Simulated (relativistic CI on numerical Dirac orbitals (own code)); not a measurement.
Hf3+: resonant inelastic scattering at the O2,3 edge

Computed with this model: Dirac-Coulomb-Breit CI, separate exchange-only KLI orbitals for each configuration, a model potential for QED, Kramers-Heisenberg scattering through one core-hole configuration in a parametric crystal field, unscaled Slater integrals; configurations [Xe] 4f14 5d → [Kr] 4d10 4f14 5s2 5p5 5d2; 10 K; core-hole width 1 eV; summed over polarisations. Incident energies are the highest absorption maxima for each field (at most a few, so the weaker spin-orbit partner edge can be absent), on the computed scale of the free ion. Intensities are in per cent of the strongest line above 0.02 eV; levels within 1 cm⁻¹ are merged; final levels count from the ground level, the first row holds all elastic scattering, lines under 0.4 are left out and each table stops after 24 rows. The scale of the Slater integrals is a model choice and moves the terms in proportion.

Field parameters in Wybourne normalisation: D3d B²₀ = −7Dσ, B⁴₀ = −14Dq − 21Dτ, B⁴₃ = −14√(10/7) Dq. The field is a parameter set, without covalency, and values of 10Dq over about 45,000 cm⁻¹ lie beyond real compounds.

S is read from ⟨S²⟩ = S(S + 1).

D3d, 10Dq = 14200, Dσ = 560, Dτ = 160 cm⁻¹:

```csv
Final level (eV),Degeneracy,Irrep,S,43.6 eV,46.3 eV,47.6 eV
0.000,2,Γ4,0.50,42.9,128.0,136.3
0.286,2,Γ5+Γ6,0.50,12.6,42.0,81.7
0.535,2,Γ4,0.50,4.1,39.3,100.0
2.156,2,Γ5+Γ6,0.50,4.8,6.1,20.8
2.169,2,Γ4,0.50,12.1,12.4,23.3
```

D3d, 10Dq = 55500, Dσ = 690, Dτ = -330 cm⁻¹:

```
Final level (eV)  Degeneracy  Irrep     S  41 eV  42.2 eV  48.9 eV
           0.000           2     Γ4  0.50  167.9    136.5    458.1
           0.003           2  Γ5+Γ6  0.50   69.2     34.6    176.6
           0.304           2     Γ4  0.50   14.4     20.4     62.6
           6.841           2  Γ5+Γ6  0.50    7.8      3.9     46.2
           6.859           2     Γ4  0.50    6.8      1.6    100.0
```

For the first field the strongest loss at the lowest incident energy is the level at 0.29 eV (S = 0.50, against 0.50 in the thermal ground state).
